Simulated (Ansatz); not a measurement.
Geometry optimisation, Ansatz, RKS BLYP/def2-SVP.

The input (input.yaml):

```yaml
crystal:
  periodic: [false, false, false]
  atoms:
    - { symbol: Ti, position_ang: [0.0, 0.0, 0.0] }
    - { symbol: Cl, position_ang: [0.0, 0.0, 2.72] }
    - { symbol: F, position_ang: [1.7257, 0.0, -0.6094] }
    - { symbol: F, position_ang: [-0.8619, 1.4933, -0.6094] }
    - { symbol: F, position_ang: [-0.8619, -1.4933, -0.6094] }
    - { symbol: S, position_ang: [-2.5623, 0.0, 0.8514] }
    - { symbol: H, position_ang: [-3.3179, -0.8728, 0.0594] }
    - { symbol: H, position_ang: [-1.5267, 0.0, 2.1635] }
basis:
  gaussian: { orbitals: def2-SVP }
hamiltonian:
  xc: blyp
relax:
  f_tol: 0.15
  max_steps: 25
  restrain:
    - { distance: [0, 5], at: 3.6, k: 30.0 }
    - { distance: [7, 1], at: 2.57, k: 30.0 }
    - { distance: [0, 1], at: 2.37, k: 30.0 }
    - { distance: [7, 5], at: 1.4, k: 30.0 }
```

Launched with:

```bash
$ ansatz run input.yaml --threads 4 --pin off --max-ram 5120MiB --backend cpu --events-out ev --progress --plain --runs-dir out
```

Q: Where does it end, and by what steps?

A: It converged. The restraints hold the end off the free minimum; the threshold counts their pulls, which the force column leaves out. Restrained pairs: Ti1–S6 (2.70 → 3.60 Å), Cl2–H8 (1.62 → 2.57 Å), Ti1–Cl2 (2.72 → 2.33 Å), S6–H8 (1.67 → 1.39 Å). After 8 steps the energy has fallen by 2.841 eV (the restraints' own energy left out); H8 moved furthest, 0.80 Å.

```json
{"step": "0", "energy less start (eV)": "0.0000", "largest force component (eV/Å)": "2.434", "accepted": "yes"}
{"step": "1", "energy less start (eV)": "-0.2597", "largest force component (eV/Å)": "4.087", "accepted": "yes"}
{"step": "2", "energy less start (eV)": "-0.8355", "largest force component (eV/Å)": "5.497", "accepted": "yes"}
{"step": "3", "energy less start (eV)": "-1.8376", "largest force component (eV/Å)": "4.336", "accepted": "yes"}
{"step": "4", "energy less start (eV)": "-2.6782", "largest force component (eV/Å)": "1.185", "accepted": "yes"}
{"step": "5", "energy less start (eV)": "-2.7838", "largest force component (eV/Å)": "1.218", "accepted": "yes"}
{"step": "6", "energy less start (eV)": "-2.8081", "largest force component (eV/Å)": "1.189", "accepted": "yes"}
{"step": "7", "energy less start (eV)": "-2.8300", "largest force component (eV/Å)": "1.141", "accepted": "yes"}
{"step": "8", "energy less start (eV)": "-2.8409", "largest force component (eV/Å)": "1.109", "accepted": "yes"}
```

```xyz
8
Properties=species:S:1:pos:R:3
Ti 0.182 0.078 -0.036
Cl 0.255 -0.001 2.295
F 1.837 -0.106 -0.570
F -0.354 1.600 -0.706
F -0.682 -1.289 -0.712
S -3.232 0.135 1.097
H -3.109 -1.098 0.522
H -2.303 -0.193 2.075
```

The run took 22 s on 4 threads of Arm Neoverse V1, on a shared host, peak memory 0.2 GiB.
